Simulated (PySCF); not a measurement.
The numbers are results of PBE0-D3(BJ)/def2-TZVP in PySCF, not measurements. Gas-phase values, no solvent. One relaxed conformer stands for a flexible species; it need not be the lowest. Excitations are Tamm–Dancoff values on a coarser integration grid. The basis has no diffuse functions, so Rydberg states are missing or too high.

Reference species (SMILES): `S[SiH](S)S` (neutral, multiplicity 1).

- HOMO: -7.59 eV
- T1 excitation (TDA): 5.60 eV
- LUMO: -0.04 eV

Changed species: `S[Si](S)(S)S` (0 of 4 SH replaced by H; the reference has 1 of 4 SH replaced by H).

Q: Predict the effect on the HOMO, T1 excitation (TDA) and LUMO.

A: the HOMO falls by 0.02 eV, to -7.61 eV; the T1 excitation (TDA) falls by 0.28 eV, to 5.32 eV; the LUMO decreases by 0.41 eV, to -0.45 eV.
